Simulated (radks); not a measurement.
Task: The mean radii <r> (bohr) of the occupied orbitals of an atom or ion are listed with their occupations. Calculated with a radial shooting solver on a logarithmic mesh with Libxc functionals: Dirac Kohn-Sham, LB94 model potential, spin-unpolarised, spherical densities, finite nucleus; Fermi nuclear charge, rms radius of each element as measured or else 0.836 A^(1/3) + 0.57 fm.

orbital  occ.      <r>
1s1/2       2  0.04851
2s1/2       2   0.2157
2p1/2       2   0.1865
2p3/2       4   0.1899
3s1/2       2   0.5743
3p1/2       2   0.5646
3p3/2       3   0.5709

Name the element and its charge. Open shells, if any, fill j = l - 1/2 first.

Result: Z = 31, gallium, charge +14: Ga14+ in [Ne] 3s2 3p5. The 1s radius gives Z: for a bare nucleus <r> = (2 gamma + 1)/(2Z) with gamma = sqrt(1 - (Z/c)^2), 0.04755 bohr for Z = 31, and screening makes it slightly larger (0.04851 here). The occupations add up to 17, and the charge is Z minus that.
